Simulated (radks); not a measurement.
Q: Valence configurations of the molybdenum ion Mo2+ (all share [Kr]). Calculated with a radial shooting solver on a logarithmic mesh with Libxc functionals: Dirac Kohn-Sham, PBE, spin-unpolarised, spherical densities, point nucleus; open shells are shared between the two j in proportion to 2j + 1. Order these by energy: 4d3.5 5s0.5; 4d4; 4d2 5s2; 4d3 5s1; 4d3.5 5p0.5; 4d3 5p1.

A: From the lowest, in eV above it: 4d4 0.000; 4d3.5 5s0.5 1.737; 4d3 5s1 3.837; 4d3.5 5p0.5 4.321; 4d2 5s2 9.190; 4d3 5p1 9.198. NIST lists [Kr] 4d4 as the ground configuration; this level of theory agrees among the configurations tried. The energies are those of spherical spin-averaged densities, not of single terms.
